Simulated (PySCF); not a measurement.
silyloxysilylformaldehyde (CH6O2Si2), SMILES O=C[SiH2]O[SiH3].

Geometry: B3LYP-D3(BJ)/def2-SVP. The values are those of a single conformer.

Two levels are set side by side: PBE/def2-TZVP (PySCF) and B3LYP/def2-TZVP (PySCF). Same geometry, gas phase. Differences are taken from unrounded values.

| quantity | B3LYP |
|---|---|
| orbital gap (eV) | 4.93 |
| highest occupied level (eV) | -6.93 |
| lowest empty level (eV) | -2.01 |
| dipole moment (D) | 2.47 |
| mean polarisability (bohr³) | 68.4 |

Question: What does PBE give, and how far is it from B3LYP? (An estimate is asked for; the answer gives what the named calculation found.)

Answer: 
| quantity | PBE | PBE minus B3LYP |
|---|---|---|
| orbital gap (eV) | 2.77 | -2.16 |
| highest occupied level (eV) | -5.68 | 1.25 |
| lowest empty level (eV) | -2.92 | -0.91 |
| dipole moment (D) | 2.22 | -0.25 |
| mean polarisability (bohr³) | 71.8 | 3.3 |

PBE's occupied levels lie high since its potential decays too fast outside the molecule; exact exchange lowers them and widens the gap. PBE's more diffuse valence density responds more strongly to a field. Differences between two approximate levels are no errors against the true value.

Rough cost on one machine, each run with all the roots and properties that it gave: B3LYP against PBE within a factor of 2.
